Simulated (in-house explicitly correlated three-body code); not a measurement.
The numbers below are computed, except where a source is named.
# Two electrons around a charge Z: functional-driven and density-driven errors

The exact non-relativistic ground state comes from a variational code in 260 exponentially correlated functions, the Kohn-Sham parts from inverting its density (past Z = 6 the correlation energy is taken as exact minus Hartree-Fock, equal to within microhartrees), and self-consistent runs (Hartree-Fock is restricted) from a B-spline radial code. Z may be fractional; the second electron is bound down to Z = 0.911.

The total error of a self-consistent run is the error on the exact density (functional-driven) plus the energy gained by relaxing to the functional's own density (density-driven, never positive). «Unbound» marks a run whose level isn't bound or that didn't converge.

| Z | BP86 functional (mEh) | BP86 density (mEh) | RPBE functional (mEh) | RPBE density (mEh) | PBE functional (mEh) | PBE density (mEh) |
| --- | --- | --- | --- | --- | --- | --- |
| 0.96 | -10.57 | unbound | -6.42 | unbound | +0.79 | unbound |
| 1.16 | -9.50 | unbound | -6.76 | unbound | +2.29 | unbound |
| 1.44 | -6.93 | -0.56 | -6.70 | -0.90 | +5.18 | -0.73 |
| 1.78 | ? | ? | ? | ? | ? | ? |
| 2.1 | ? | ? | ? | ? | ? | ? |
| 2.64 | +2.37 | -0.71 | -4.66 | -1.18 | +19.71 | -1.08 |
| 3.14 | +4.78 | -0.73 | -3.51 | -1.24 | +26.09 | -1.15 |
| 3.7 | +6.70 | -0.76 | -2.15 | -1.29 | +33.32 | -1.20 |
| 4.7 | +8.68 | -0.80 | +0.39 | -1.35 | +46.35 | -1.27 |
| 5.6 | +9.41 | -0.84 | +2.74 | -1.38 | +58.13 | -1.31 |
| 6.6 | +9.48 | -0.88 | +5.37 | -1.42 | +71.26 | -1.35 |
| 8.1 | +8.79 | -0.94 | +9.35 | -1.45 | +90.98 | -1.39 |

Task: What belongs in the row Z = 1.78?

Result: BP86 functional (mEh): -3.79; BP86 density (mEh): -0.64; RPBE functional (mEh): -6.31; RPBE density (mEh): -1.01; PBE functional (mEh): +9.09; PBE density (mEh): -0.88.

Task: What belongs in the row Z = 2.1?

Result: BP86 functional (mEh): -1.17; BP86 density (mEh): -0.67; RPBE functional (mEh): -5.77; RPBE density (mEh): -1.08; PBE functional (mEh): +12.96; PBE density (mEh): -0.97.

Task: Which part of the error is larger?

Result: BP86: functional-driven +8.79, density-driven -0.94 mEh at Z = 8.1; RPBE: functional-driven +9.35, density-driven -1.45 mEh at Z = 8.1; PBE: functional-driven +90.98, density-driven -1.39 mEh at Z = 8.1. The density-driven part is second order in the error of the density, so it stays small unless the second electron is loosely bound.
